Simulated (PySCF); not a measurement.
Structure problem from calculated spectra and properties.

Elements present: C, F and H. Monoisotopic mass: 168.0562 u.

* 13C NMR: chemical shifts (computed TMS as zero) by class: 175.7 (1 C), 139.1 (1 C), 135.4 (1 C), 131.1 (1 C), 101.0 (1 C), 40.0 (1 C), 25.3 (1 C) ppm [GIAO PBE0/pcSseg-1]
* NMR, other nuclei: isotropic shieldings of nuclei other than C and H, by class: 254 (3 F), 267 (1 F) ppm [GIAO PBE0/pcSseg-1]
* Dipole: 2.78 D [PBE0/pcSseg-1]
* 1H NMR: chemical shifts (computed TMS as zero) by class: 5.93 (1 H), 5.24 (1 H), 4.80 (1 H), 3.35 (2 H), 2.03 (3 H) ppm [GIAO PBE0/pcSseg-1]
* Rotational structure: rotational constants A, B, C: 1.964, 0.577, 0.509 GHz [GFN2-xTB]

The electronic properties come from PySCF, for the isolated species, density fitting. Levels stand in brackets. Isolated species at its GFN2-xTB geometry (one conformer only). NMR values are class means; diastereotopic atoms form classes of their own.

**Question.** Which formula fits the mass and the elements?

**Answer.** C7H8F4 (calculated 168.0562). No other formula that holds each of these elements comes within 0.0003 u with a fitting electron parity and a possible valence count.

**Question.** Give a SMILES that accounts for the data.

**Answer.** Numbering: `[CH2:1]=[C:2]([F:3])/[C:4]([CH3:5])=[CH:6]\[CH2:7][C:8]([F:9])([F:10])[F:11]`. Its formula, C7H8F4, gives 2 degrees of unsaturation: 0 rings and 2 π bonds in the structure found. 7 carbons fall into 7 classes; from least to most shielded: vinylic C–F carbon [C2] (175.7 ppm), fully substituted alkene carbon [C4] (139.1 ppm), CF3 carbon [C8] (135.4 ppm), alkene CH carbon [C6] (131.1 ppm), terminal =CH2 carbon [C1] (101.0 ppm), allylic carbon [C7] (40.0 ppm), allylic carbon [C5] (25.3 ppm). Hydrogen classes from least to most shielded: 1 H on an alkene CH carbon, C6 (5.93 ppm), 1 H on a terminal =CH2 carbon, C1 (5.24 ppm), 1 H on a terminal =CH2 carbon, C1 (4.80 ppm), 2 H on an allylic carbon, C7 (3.35 ppm, a mean of values up to 0.8 ppm apart in this geometry), 3 H on an allylic carbon, C5 (2.03 ppm). The other shieldings belong to: 254 ppm, fluorine of a CF3 group [F9/F10/F11]; 267 ppm, vinyl fluorine [F3]. The optimised geometry has point group C1 and is an asymmetric top. Structure: `C=C(F)/C(C)=C\CC(F)(F)F`. Computed isomers that give other values at the same levels: `F[C@@H]1[C@@H]2CC[C@@]1(C(F)(F)F)C2` (13C chemical shifts (computed TMS as zero) by class: 134.7 (1 C), 88.4 (1 C), 57.5 (1 C), 42.7 (1 C), 28.3 (1 C), 26.2 (1 C), 24.7 (1 C) ppm); `F[C@@H]1C=CCC[C@@H]1C(F)(F)F` (13C chemical shifts (computed TMS as zero) by class: 144.3 (1 C), 136.0 (1 C), 132.2 (1 C), 83.3 (1 C), 48.3 (1 C), 29.9 (1 C), 20.1 (1 C) ppm). The assignments are read from this structure; whether some other isomer fits the data as well wasn't checked.

Shape of the structure used: `[CH2:1]=[C:2]([F:3])/[C:4]([CH3:5])=[CH:6]\[CH2:7][C:8]([F:9])([F:10])[F:11]`: C1–C2–C4–C5 22°, C4–C6–C7–C8 129°, C6–C7–C8–F9 179°.
